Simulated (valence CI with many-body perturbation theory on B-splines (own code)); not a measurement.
**Assign the levels of F2+**

Computed by valence CI with perturbative core correlation (CI+MBPT): five valence electrons over a frozen Dirac-Fock core [He], a basis of 9 s, 9 p, 8 d, 6 f, 3 g, 1 h functions for each j, with the one-electron correlation potential Σ1 (screened to all orders), the two-electron term Σ2, the three-electron term Σ3, Breit, model QED; selected single and double excitations, second order for the rest, scaled by the run's own slope (own B-spline code, finite nucleus).

Against 49 measured levels this calculation errs by 116 cm⁻¹ on average and by 421 at most. These come from a selection out of Moore, Atomic Energy Levels, vol. I, NSRDS-NBS 35 (1971 reprint of NBS Circular 467, 1949), an old analysis. Levels without a partner in it may be off by more. Among the levels kept, up to 1600 cm⁻¹ of a level comes from second order outside the variational space, and about a tenth of that is noise between levels of different J, which matters for small intervals.

| No. | J | Parity | E (cm⁻¹) | g |
| --- | --- | --- | --- | --- |
| 1 | 3/2 | odd | 0 | 2.002 |
| 2 | 5/2 | odd | 34300 | 1.200 |
| 3 | 3/2 | odd | 34334 | 0.800 |
| 4 | 1/2 | odd | 51836 | 0.666 |
| 5 | 3/2 | odd | 51836 | 1.334 |
| 6 | 5/2 | even | 151959 | 1.601 |
| 7 | 3/2 | even | 152290 | 1.735 |
| 8 | 1/2 | even | 152462 | 2.670 |
| 9 | 5/2 | even | 210514 | 1.200 |
| 10 | 3/2 | even | 210524 | 0.799 |
| 11 | 1/2 | even | 248681 | 2.002 |
| 12 | 3/2 | even | 266920 | 1.334 |
| 13 | 1/2 | even | 267301 | 0.666 |
| 14 | 1/2 | even | 316544 | 2.670 |

Energies count from the lowest level. Strongly mixed levels and levels close to another of their J and parity are left out, so the numbers can have gaps.

Give configuration and LS term of each level.

1: 2s²2p³ ⁴S°; 2: 2s²2p³ ²D°; 3: 2s²2p³ ²D°; 4: 2s²2p³ ²P°; 5: 2s²2p³ ²P°; 6: 2s2p⁴ ⁴P; 7: 2s2p⁴ ⁴P; 8: 2s2p⁴ ⁴P; 9: 2s2p⁴ ²D; 10: 2s2p⁴ ²D; 11: 2s2p⁴ ²S; 12: 2s2p⁴ ²P; 13: 2s2p⁴ ²P; 14: 2s²2p²3s ⁴P.
